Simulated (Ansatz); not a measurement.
## Molecular dynamics of C₄H₁₃NSi

input.yaml

```yaml
crystal:
  periodic: [false, false, false]
  atoms:
    - { symbol: C, position_ang: [0.359124, -0.529137, -2.248218] }
    - { symbol: C, position_ang: [1.210434, 0.0979, -1.103599] }
    - { symbol: "N", position_ang: [0.630452, 0.068254, 0.287948] }
    - { symbol: C, position_ang: [0.436211, -1.349624, 0.740634] }
    - { symbol: C, position_ang: [-0.674911, 0.827227, 0.346311] }
    - { symbol: Si, position_ang: [-1.201959, 1.227591, 2.111269] }
    - { symbol: H, position_ang: [0.176094, -1.594608, -2.067452] }
    - { symbol: H, position_ang: [0.898276, -0.429507, -3.198321] }
    - { symbol: H, position_ang: [-0.606273, -0.019174, -2.345499] }
    - { symbol: H, position_ang: [2.18277, -0.420884, -1.05639] }
    - { symbol: H, position_ang: [1.406319, 1.156085, -1.345336] }
    - { symbol: H, position_ang: [-0.344201, -1.895837, 0.178169] }
    - { symbol: H, position_ang: [0.154223, -1.351632, 1.803643] }
    - { symbol: H, position_ang: [1.388048, -1.889339, 0.631662] }
    - { symbol: H, position_ang: [-0.51301, 1.77329, -0.190182] }
    - { symbol: H, position_ang: [-1.486315, 0.297193, -0.185773] }
    - { symbol: H, position_ang: [-0.126415, 1.860793, 2.825455] }
    - { symbol: H, position_ang: [-2.324726, 2.126421, 2.055731] }
    - { symbol: H, position_ang: [-1.60614, 0.040689, 2.816348] }
basis:
  gaussian: { orbitals: STO-3G }
hamiltonian:
  xc: cam_b3lyp
md:
  timestep: 0.5
  n_steps: 156
  ensemble: nve
  temperature: 1000.0
  initial_velocities: maxwell_boltzmann
  seed: 491507
  masses: [{ species: H, mass: 10.0 }]
```

Command:

```bash
$ ansatz run input.yaml --threads 1 --pin off --max-ram 2048MiB --backend cpu --events-out ev --progress --plain --runs-dir out
```

It starts from a relaxed structure.

Output, in part (one step line in 3, the closing report, with atoms numbered from 0):

```
md step     0: t =     0.00 fs  T =  1000.0 K  F+E_penalty+E_count = -13561.42615251 eV  E_kin = 2.197420 eV  conserved = -13559.22873253 eV  (22 SCF iters)
md step     3: t =     1.50 fs  T =   947.1 K  F+E_penalty+E_count = -13561.30929909 eV  E_kin = 2.081096 eV  conserved = -13559.22820349 eV  (26 SCF iters)
md step     6: t =     3.00 fs  T =   816.8 K  F+E_penalty+E_count = -13561.02207505 eV  E_kin = 1.794837 eV  conserved = -13559.22723767 eV  (26 SCF iters)
md step     9: t =     4.50 fs  T =   668.0 K  F+E_penalty+E_count = -13560.69426105 eV  E_kin = 1.467868 eV  conserved = -13559.22639317 eV  (20 SCF iters)
md step    12: t =     6.00 fs  T =   553.1 K  F+E_penalty+E_count = -13560.44154574 eV  E_kin = 1.215478 eV  conserved = -13559.22606763 eV  (21 SCF iters)
md step    15: t =     7.50 fs  T =   493.3 K  F+E_penalty+E_count = -13560.31030354 eV  E_kin = 1.084023 eV  conserved = -13559.22628048 eV  (19 SCF iters)
md step    18: t =     9.00 fs  T =   476.1 K  F+E_penalty+E_count = -13560.27298598 eV  E_kin = 1.046241 eV  conserved = -13559.22674507 eV  (19 SCF iters)
md step    21: t =    10.50 fs  T =   472.7 K  F+E_penalty+E_count = -13560.26582187 eV  E_kin = 1.038691 eV  conserved = -13559.22713128 eV  (20 SCF iters)
md step    24: t =    12.00 fs  T =   458.7 K  F+E_penalty+E_count = -13560.23513528 eV  E_kin = 1.007908 eV  conserved = -13559.22722705 eV  (21 SCF iters)
md step    27: t =    13.50 fs  T =   428.4 K  F+E_penalty+E_count = -13560.16828510 eV  E_kin = 0.941301 eV  conserved = -13559.22698369 eV  (21 SCF iters)
md step    30: t =    15.00 fs  T =   397.6 K  F+E_penalty+E_count = -13560.10027930 eV  E_kin = 0.873729 eV  conserved = -13559.22655039 eV  (21 SCF iters)
md step    33: t =    16.50 fs  T =   393.8 K  F+E_penalty+E_count = -13560.09168762 eV  E_kin = 0.865443 eV  conserved = -13559.22624496 eV  (22 SCF iters)
md step    36: t =    18.00 fs  T =   435.9 K  F+E_penalty+E_count = -13560.18423272 eV  E_kin = 0.957871 eV  conserved = -13559.22636208 eV  (20 SCF iters)
md step    39: t =    19.50 fs  T =   516.5 K  F+E_penalty+E_count = -13560.36182339 eV  E_kin = 1.134936 eV  conserved = -13559.22688769 eV  (21 SCF iters)
md step    42: t =    21.00 fs  T =   603.4 K  F+E_penalty+E_count = -13560.55343686 eV  E_kin = 1.325983 eV  conserved = -13559.22745356 eV  (23 SCF iters)
md step    45: t =    22.50 fs  T =   661.6 K  F+E_penalty+E_count = -13560.68160435 eV  E_kin = 1.453910 eV  conserved = -13559.22769472 eV  (26 SCF iters)
md step    48: t =    24.00 fs  T =   675.3 K  F+E_penalty+E_count = -13560.71139171 eV  E_kin = 1.483835 eV  conserved = -13559.22755646 eV  (26 SCF iters)
md step    51: t =    25.50 fs  T =   652.4 K  F+E_penalty+E_count = -13560.66077102 eV  E_kin = 1.433574 eV  conserved = -13559.22719711 eV  (26 SCF iters)
md step    54: t =    27.00 fs  T =   615.8 K  F+E_penalty+E_count = -13560.58006181 eV  E_kin = 1.353240 eV  conserved = -13559.22682146 eV  (26 SCF iters)
md step    57: t =    28.50 fs  T =   589.5 K  F+E_penalty+E_count = -13560.52205049 eV  E_kin = 1.295415 eV  conserved = -13559.22663517 eV  (20 SCF iters)
md step    60: t =    30.00 fs  T =   585.2 K  F+E_penalty+E_count = -13560.51277393 eV  E_kin = 1.286016 eV  conserved = -13559.22675800 eV  (20 SCF iters)
md step    63: t =    31.50 fs  T =   595.7 K  F+E_penalty+E_count = -13560.53617134 eV  E_kin = 1.309078 eV  conserved = -13559.22709293 eV  (26 SCF iters)
md step    66: t =    33.00 fs  T =   601.0 K  F+E_penalty+E_count = -13560.54800461 eV  E_kin = 1.320638 eV  conserved = -13559.22736648 eV  (26 SCF iters)
md step    69: t =    34.50 fs  T =   585.0 K  F+E_penalty+E_count = -13560.51276413 eV  E_kin = 1.285416 eV  conserved = -13559.22734844 eV  (26 SCF iters)
md step    72: t =    36.00 fs  T =   549.4 K  F+E_penalty+E_count = -13560.43436939 eV  E_kin = 1.207330 eV  conserved = -13559.22703951 eV  (26 SCF iters)
md step    75: t =    37.50 fs  T =   514.0 K  F+E_penalty+E_count = -13560.35612056 eV  E_kin = 1.129463 eV  conserved = -13559.22665780 eV  (20 SCF iters)
md step    78: t =    39.00 fs  T =   502.3 K  F+E_penalty+E_count = -13560.33025735 eV  E_kin = 1.103750 eV  conserved = -13559.22650720 eV  (21 SCF iters)
md step    81: t =    40.50 fs  T =   523.2 K  F+E_penalty+E_count = -13560.37636117 eV  E_kin = 1.149598 eV  conserved = -13559.22676272 eV  (21 SCF iters)
md step    84: t =    42.00 fs  T =   561.1 K  F+E_penalty+E_count = -13560.46016907 eV  E_kin = 1.232961 eV  conserved = -13559.22720760 eV  (20 SCF iters)
md step    87: t =    43.50 fs  T =   589.4 K  F+E_penalty+E_count = -13560.52257780 eV  E_kin = 1.295157 eV  conserved = -13559.22742063 eV  (26 SCF iters)
md step    90: t =    45.00 fs  T =   594.0 K  F+E_penalty+E_count = -13560.53260955 eV  E_kin = 1.305310 eV  conserved = -13559.22729950 eV  (26 SCF iters)
md step    93: t =    46.50 fs  T =   580.6 K  F+E_penalty+E_count = -13560.50295345 eV  E_kin = 1.275906 eV  conserved = -13559.22704758 eV  (20 SCF iters)
md step    96: t =    48.00 fs  T =   563.8 K  F+E_penalty+E_count = -13560.46570400 eV  E_kin = 1.238846 eV  conserved = -13559.22685834 eV  (21 SCF iters)
md step    99: t =    49.50 fs  T =   554.6 K  F+E_penalty+E_count = -13560.44555500 eV  E_kin = 1.218722 eV  conserved = -13559.22683346 eV  (21 SCF iters)
md step   102: t =    51.00 fs  T =   554.0 K  F+E_penalty+E_count = -13560.44447918 eV  E_kin = 1.217472 eV  conserved = -13559.22700757 eV  (20 SCF iters)
md step   105: t =    52.50 fs  T =   550.9 K  F+E_penalty+E_count = -13560.43785333 eV  E_kin = 1.210560 eV  conserved = -13559.22729323 eV  (20 SCF iters)
md step   108: t =    54.00 fs  T =   528.1 K  F+E_penalty+E_count = -13560.38792501 eV  E_kin = 1.160467 eV  conserved = -13559.22745803 eV  (20 SCF iters)
md step   111: t =    55.50 fs  T =   477.1 K  F+E_penalty+E_count = -13560.27573005 eV  E_kin = 1.048468 eV  conserved = -13559.22726188 eV  (20 SCF iters)
md step   114: t =    57.00 fs  T =   411.7 K  F+E_penalty+E_count = -13560.13130274 eV  E_kin = 0.904573 eV  conserved = -13559.22673007 eV  (21 SCF iters)
md step   117: t =    58.50 fs  T =   364.4 K  F+E_penalty+E_count = -13560.02707350 eV  E_kin = 0.800801 eV  conserved = -13559.22627240 eV  (20 SCF iters)
md step   120: t =    60.00 fs  T =   362.7 K  F+E_penalty+E_count = -13560.02326716 eV  E_kin = 0.796940 eV  conserved = -13559.22632749 eV  (21 SCF iters)
md step   123: t =    61.50 fs  T =   402.9 K  F+E_penalty+E_count = -13560.11227953 eV  E_kin = 0.885428 eV  conserved = -13559.22685161 eV  (23 SCF iters)
md step   126: t =    63.00 fs  T =   453.8 K  F+E_penalty+E_count = -13560.22460601 eV  E_kin = 0.997238 eV  conserved = -13559.22736789 eV  (21 SCF iters)
md step   129: t =    64.50 fs  T =   483.7 K  F+E_penalty+E_count = -13560.29037312 eV  E_kin = 1.062889 eV  conserved = -13559.22748401 eV  (21 SCF iters)
md step   132: t =    66.00 fs  T =   484.6 K  F+E_penalty+E_count = -13560.29201183 eV  E_kin = 1.064816 eV  conserved = -13559.22719628 eV  (21 SCF iters)
md step   135: t =    67.50 fs  T =   473.2 K  F+E_penalty+E_count = -13560.26666230 eV  E_kin = 1.039868 eV  conserved = -13559.22679423 eV  (20 SCF iters)
md step   138: t =    69.00 fs  T =   474.0 K  F+E_penalty+E_count = -13560.26822613 eV  E_kin = 1.041630 eV  conserved = -13559.22659571 eV  (26 SCF iters)
md step   141: t =    70.50 fs  T =   499.6 K  F+E_penalty+E_count = -13560.32453949 eV  E_kin = 1.097817 eV  conserved = -13559.22672231 eV  (26 SCF iters)
md step   144: t =    72.00 fs  T =   542.9 K  F+E_penalty+E_count = -13560.42000625 eV  E_kin = 1.192940 eV  conserved = -13559.22706639 eV  (23 SCF iters)
md step   147: t =    73.50 fs  T =   583.4 K  F+E_penalty+E_count = -13560.50930574 eV  E_kin = 1.281898 eV  conserved = -13559.22740810 eV  (26 SCF iters)
md step   150: t =    75.00 fs  T =   600.6 K  F+E_penalty+E_count = -13560.54739936 eV  E_kin = 1.319859 eV  conserved = -13559.22754045 eV  (26 SCF iters)
md step   153: t =    76.50 fs  T =   587.4 K  F+E_penalty+E_count = -13560.51819716 eV  E_kin = 1.290832 eV  conserved = -13559.22736546 eV  (26 SCF iters)
md step   156: t =    78.00 fs  T =   555.2 K  F+E_penalty+E_count = -13560.44700882 eV  E_kin = 1.220015 eV  conserved = -13559.22699374 eV  (22 SCF iters)
Total energy: -13560.44712448 eV, -498.3372402236 hartree
Atom 0 at     0.466300    -0.565745    -2.247974 Å, force     1.564370    -1.772339     0.599872 eV/Å
Atom 1 at     1.044011     0.277548    -1.068233 Å, force     3.599906     0.298178    -2.529794 eV/Å
Atom 2 at     0.549457    -0.058119     0.264323 Å, force    -0.763169     2.665016     1.806045 eV/Å
Atom 3 at     0.551114    -1.487030     0.614810 Å, force    -0.485153    -1.090680    -3.057912 eV/Å
Atom 4 at    -0.798062     0.632367     0.489526 Å, force     0.641594    -1.185190     0.155459 eV/Å
Atom 5 at    -1.225545     1.357937     2.159639 Å, force     1.714730     0.015099     1.205646 eV/Å
Atom 6 at     0.191485    -1.563447    -1.871870 Å, force     0.228064     0.118997    -0.105801 eV/Å
Atom 7 at     1.206742    -0.736231    -3.058645 Å, force    -0.472099     0.472289     0.371734 eV/Å
Atom 8 at    -0.427403    -0.161250    -2.621555 Å, force    -1.666842     1.105560    -1.026410 eV/Å
Atom 9 at     2.185459     0.161720    -1.103804 Å, force    -1.357973    -0.715840     0.451860 eV/Å
Atom 10 at     1.037145     1.360305    -1.388271 Å, force    -1.147612    -0.656141     1.140564 eV/Å
Atom 11 at    -0.357745    -1.957619     0.111848 Å, force     1.168598    -0.224728     0.546337 eV/Å
Atom 12 at     0.436748    -1.661532     1.661628 Å, force     0.072013     0.103309     1.596771 eV/Å
Atom 13 at     1.508036    -1.965123     0.235105 Å, force    -1.198851     0.462847     0.521745 eV/Å
Atom 14 at    -0.761968     1.504708    -0.116812 Å, force    -0.049585     0.968478    -1.354022 eV/Å
Atom 15 at    -1.596768    -0.018975     0.108549 Å, force    -0.308806     0.048319    -0.030328 eV/Å
Atom 16 at     0.009409     1.424670     2.990068 Å, force    -1.167876    -0.288848    -0.468613 eV/Å
Atom 17 at    -1.696837     2.711210     2.085028 Å, force    -0.074886     0.062517    -0.388590 eV/Å
Atom 18 at    -2.274893     0.593268     2.724370 Å, force    -0.296424    -0.386842     0.565439 eV/Å
Dipole moment:    -0.137307    -0.063451    -0.117071 e Å
```

The run went to its last step. The conserved energy stayed within 0.14 meV per atom of its start (net change 0.092 meV per atom), so the integration is sound. The temperature averaged 0.51 of the 1000 K drawn at the start: a run that starts near a minimum puts about half its kinetic energy into the potential. A run of 0.078 ps of so small a system gives no equilibrium averages. Limits of this set-up: minimal basis.

The same pairs are bonded in the first frame and the last. Pairs count as bonded within 1.25 times the sum of covalent radii (0.12 Å more for H–H).

Last frame:

```xyz
19
Properties=species:S:1:pos:R:3
C 0.466 -0.566 -2.248
C 1.044 0.278 -1.068
N 0.549 -0.058 0.264
C 0.551 -1.487 0.615
C -0.798 0.632 0.489
Si -1.226 1.358 2.160
H 0.192 -1.563 -1.872
H 1.207 -0.736 -3.059
H -0.427 -0.161 -2.622
H 2.186 0.162 -1.104
H 1.037 1.360 -1.388
H -0.358 -1.958 0.112
H 0.437 -1.661 1.662
H 1.508 -1.965 0.235
H -0.762 1.505 -0.117
H -1.597 -0.019 0.108
H 0.009 1.425 2.990
H -1.697 2.711 2.085
H -2.275 0.593 2.724
```

Time of the run: 14 min on 1 thread of Arm Neoverse V1, with other jobs on the host, peak memory 0.14 GiB.
